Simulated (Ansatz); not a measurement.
Relaxation of C2H7BGeO (12 atoms, charge 0, multiplicity 1), to a largest force component of 0.02 eV/Å in at most 50 steps.

The calculation used Ansatz 0.2.0, RKS PBE/def2-SVP.

```xyz
12
Properties=species:S:1:pos:R:3
B -1.415 0.728 -0.386
C -0.377 0.009 0.481
C 0.959 0.697 0.515
O 1.849 -0.246 -0.173
Ge 0.435 -1.419 -0.496
H -2.543 0.981 0.040
H -1.171 1.156 -1.480
H -0.700 -0.287 1.475
H 1.026 1.693 0.048
H 1.358 0.796 1.598
H 0.581 -2.709 0.377
H 0.076 -1.454 -1.964
```

**Question.** Where does it end, and by what steps?

**Answer.** The run converged. After 11 steps the energy has fallen by 0.538 eV; H6 moved furthest, 0.82 Å.

| step | energy less start (eV) | largest force component (eV/Å) | accepted |
| --- | --- | --- | --- |
| 0 | 0.0000 | 2.302 | yes |
| 1 | -0.3145 | 1.122 | yes |
| 2 | -0.3950 | 0.501 | yes |
| 3 | -0.4587 | 0.336 | yes |
| 4 | -0.5029 | 0.300 | yes |
| 5 | -0.5257 | 0.159 | yes |
| 6 | -0.5355 | 0.092 | yes |
| 7 | -0.5372 | 0.096 | yes |
| 8 | -0.5375 | 0.041 | yes |
| 9 | -0.5380 | 0.043 | yes |
| 10 | -0.5383 | 0.021 | yes |
| 11 | -0.5384 | 0.008 | yes |

```xyz
12
Properties=species:S:1:pos:R:3
B -1.430 0.679 -0.372
C -0.367 0.281 0.638
C 1.107 0.738 0.567
O 1.807 -0.317 -0.146
Ge 0.309 -1.305 -0.483
H -2.560 0.227 -0.280
H -1.136 1.358 -1.343
H -0.682 -0.154 1.607
H 1.214 1.697 0.013
H 1.552 0.870 1.578
H 0.273 -2.676 0.247
H -0.010 -1.455 -1.994
```

Time of the run: 37 s on 2 threads of AMD EPYC 7R13 Processor (Zen 3), on a shared host, peak memory 0.2 GiB.
